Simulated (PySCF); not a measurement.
C10H9F.
Atom-mapped SMILES: `[F:1][c:2]1[cH:3][cH:4][cH:5][c:6]([C@:7]23[CH2:8][C@H:9]2[CH2:10]3)[cH:11]1` (hydrogens: H12 on C3; H13 on C4; H14 on C5; H15, H16 on C8; H17 on C9; H18, H19 on C10; H20 on C11)

Method: PBE0-D3(BJ)/def2-SVP geometry optimisation, gas phase in PySCF 2.14.0; density fitting, grid level 1; the optimiser is geomeTRIC in internal coordinates, started from a GFN2-xTB structure.

Geometry at step 0:
```
atom  x, y, z in Å
F1      3.1257    1.1202    1.7806
C2      2.3613    0.6299    0.7788
C3      2.9480    0.3716   -0.4465
C4      2.1485   -0.1358   -1.4569
C5      0.8047   -0.3712   -1.2409
C6      0.2190   -0.0970   -0.0030
C7     -1.1886   -0.3434    0.2218
C8     -2.2947   -0.7666   -0.7051
C9     -2.4457    0.4777    0.1008
C10    -2.0749   -0.1166    1.4158
C11     1.0225    0.4038    1.0217
H12     3.9991    0.5590   -0.5934
H13     2.5819   -0.3531   -2.4215
H14     0.1986   -0.7760   -2.0363
H15    -2.1398   -0.6615   -1.7712
H16    -2.8856   -1.6359   -0.4381
H17    -2.6160    1.4913   -0.1923
H18    -2.6542   -0.9533    1.7912
H19    -1.7313    0.5531    2.1938
H20     0.6163    0.6146    1.9979
```

**Question.** Give the atomic forces at this geometry.

**Answer.** 
| atom | Fx (eV/Å) | Fy (eV/Å) | Fz (eV/Å) |
| --- | --- | --- | --- |
| F1 | -0.382 | -0.251 | -0.511 |
| C2 | 0.599 | 0.396 | 0.736 |
| C3 | -0.010 | 0.030 | 0.098 |
| C4 | 0.019 | 0.048 | 0.059 |
| C5 | -0.137 | 0.004 | 0.027 |
| C6 | 0.168 | 0.047 | -0.043 |
| C7 | -1.295 | 0.073 | 0.117 |
| C8 | 0.317 | 0.455 | 0.219 |
| C9 | 0.409 | -1.197 | 0.317 |
| C10 | 0.230 | 0.239 | -0.496 |
| C11 | 0.038 | -0.009 | -0.128 |
| H12 | 0.486 | 0.094 | -0.018 |
| H13 | 0.196 | -0.096 | -0.421 |
| H14 | -0.265 | -0.200 | -0.331 |
| H15 | 0.146 | 0.124 | -0.460 |
| H16 | -0.314 | -0.466 | 0.159 |
| H17 | -0.003 | 0.738 | -0.226 |
| H18 | -0.304 | -0.453 | 0.188 |
| H19 | 0.228 | 0.345 | 0.277 |
| H20 | -0.126 | 0.079 | 0.437 |

The largest, 1.30 eV/Å, acts on C9 (C7 within 3 % of it); the rms over all components is 0.374 eV/Å. The forces sum to zero within rounding, as they must for an isolated molecule in no field.

**Question.** Give the force on C9 in Eh/bohr and in nN.

**Answer.** 1.304 eV/Å ÷ 51.422 = 0.02537 Eh/bohr, and 1.304 eV/Å × 1.602 = 2.09 nN.

**Question.** How far is this geometry from the end of the optimisation?

**Answer.** 0.081 eV above it, and 0.060 Å rms away after alignment. The bonds farthest from their final lengths, with half the difference of the two atoms' forces along the bond (positive lengthens):

```csv
bond,now (Å),final (Å),force along bond (eV/Å)
C9–H17,1.069,1.089,+1.02
F1–C2,1.352,1.334,-0.86
C6–C7,1.447,1.465,+0.72
C8–H16,1.085,1.100,+0.53
C10–H18,1.085,1.100,+0.53
C3–H12,1.078,1.091,+0.25
```

The angle farthest from its final value is C7–C9–H17, 132.2° against 128.2°.

Of the 6 listed bonds off by 0.010 Å or more, this force points towards the final length in 6.

The cost below is that of the whole optimisation. The run took about 10 min of CPU time (one thread, shared machine).
